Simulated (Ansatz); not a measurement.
System: GeH₃ (charge 0, doublet). SMILES: [GeH3]
Coordinates optimised at B3LYP-D3(BJ)/def2-TZVP (Ansatz, a program for electronic structure):
```
Ge
H 1 1.5431
H 1 1.5431 2 110.72
H 1 1.5431 2 110.72 3 -123.21
```
Charge 0, spin multiplicity 2.

### Question
Give the harmonic wavenumbers at B3LYP-D3(BJ)/def2-TZVP (Ansatz, finite differences of forces, unscaled).

### Answer
711, 854, 854, 2072, 2118, 2118 cm⁻¹. Zero-point energy 12.5 kcal/mol.

### Question
From these and the geometry, give the ideal-gas thermochemistry at 298.15 K and 1 atm (rigid rotor, harmonic oscillator).

### Answer
Point group C3v, rotational symmetry number 3. Rotational constants 128.8, 128.8, 77.76 GHz. S(trans) 38.89, S(rot) 13.99, S(vib) 0.63, S(elec, spin only) 1.38, S 54.9 cal/(mol K). H(298) - H(0) 2.52 kcal/mol; G - E(el) -1.4 kcal/mol.
